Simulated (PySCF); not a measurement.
# o-toluic acid: 4 charge schemes on one density

Species: o-toluic acid, C8H8O2.
Z-matrix (Å and degrees, PBE0-D3(BJ)/def2-SVP geometry), rows numbered from 1:
```
C 
C   1  1.4994
C   2  1.4001  1  118.90
C   3  1.3916  2  122.08  1  -179.98
C   4  1.3932  3  119.98  2     0.05
C   5  1.3884  4  119.20  3    -0.11
C   6  1.4027  5  121.07  4     0.06
C   7  1.4848  2  120.88  1    -0.22
O   8  1.2077  7  125.88  2     0.29
O   8  1.3441  7  112.95  2  -179.63
H   1  1.0997  2  111.42  3  -119.38
H   1  1.0988  2  110.17  3     1.68
H   1  1.0988  2  111.57  3   123.12
H   3  1.0930  2  118.47  1    -0.03
H   4  1.0928  3  119.74  2  -180.00
H   5  1.0920  4  120.63  3   179.93
H   6  1.0902  5  120.34  4  -179.93
H  10  0.9686  8  105.59  7  -179.91
```

Density: PBE0/pcSseg-1 (PySCF); schemes: Mulliken, IAO, Hirshfeld and ESP-fitted. Geometry: PBE0-D3(BJ)/def2-SVP, one conformer, isolated molecule.

Which atoms carry the lowest charge in the Mulliken, IAO, Hirshfeld and ESP-fitted schemes?

The schemes don't all agree: Mulliken O9 (-0.424); IAO O10 (-0.485); Hirshfeld O9 (-0.252); ESP-fitted C1 (-0.646).

Which atoms carry the highest charge in the Mulliken, IAO, Hirshfeld and ESP-fitted schemes?

All schemes agree: Mulliken C8 (+0.566); IAO C8 (+0.518); Hirshfeld C8 (+0.206); ESP-fitted C8 (+0.703).

For which atoms does the sign change between the 4 schemes (beyond +0.03 e in one, beyond −0.03 e in another)?

C2 and C6.

What partial charge does each atom carry?

In e:

| atom | environment | Mulliken | IAO | Hirshfeld | ESP-fitted |
| --- | --- | --- | --- | --- | --- |
| C1 | benzylic-type carbon | -0.080 | -0.415 | -0.120 | -0.646 |
| C2 | substituted aromatic carbon | -0.246 | +0.045 | +0.026 | +0.298 |
| C3 | aromatic CH carbon | -0.072 | -0.158 | -0.052 | -0.262 |
| C4 | aromatic CH carbon | -0.045 | -0.129 | -0.036 | -0.114 |
| C5 | aromatic CH carbon | -0.066 | -0.158 | -0.052 | -0.167 |
| C6 | aromatic CH carbon | +0.034 | -0.128 | -0.044 | -0.154 |
| C7 | substituted aromatic carbon | -0.317 | -0.082 | -0.027 | -0.159 |
| C8 | carboxylic acid carbon | +0.566 | +0.518 | +0.206 | +0.703 |
| O9 | acid carbonyl oxygen | -0.424 | -0.475 | -0.252 | -0.548 |
| O10 | acid hydroxyl oxygen | -0.370 | -0.485 | -0.164 | -0.588 |
| H11 | methyl hydrogen | +0.144 | +0.165 | +0.044 | +0.204 |
| H12 | methyl hydrogen | +0.113 | +0.136 | +0.042 | +0.163 |
| H13 | methyl hydrogen | +0.145 | +0.167 | +0.043 | +0.206 |
| H14 | aromatic hydrogen | +0.087 | +0.147 | +0.049 | +0.167 |
| H15 | aromatic hydrogen | +0.099 | +0.155 | +0.055 | +0.150 |
| H16 | aromatic hydrogen | +0.099 | +0.154 | +0.053 | +0.150 |
| H17 | aromatic hydrogen | +0.095 | +0.169 | +0.045 | +0.173 |
| H18 | acid proton | +0.239 | +0.374 | +0.183 | +0.425 |

Mean size of the charges over all atoms: ESP-fitted 0.293 e, IAO 0.226 e, Mulliken 0.180 e, Hirshfeld 0.083 e. Each set sums to the total charge, 0, to within 0.001 e. The IAO scheme counts the electrons in orthogonalised intrinsic atomic orbitals, a minimal basis polarised so that it spans the occupied orbitals exactly.

How many electrons does the Mulliken scheme count on C3?

Z − q = 6 − (-0.072) = 6.072.

Sum the charges by element.

```csv
element,atoms,Mulliken,IAO,Hirshfeld,ESP-fitted
C,8,-0.227,-0.507,-0.099,-0.500
O,2,-0.794,-0.960,-0.416,-1.136
H,8,+1.021,+1.467,+0.516,+1.636
```
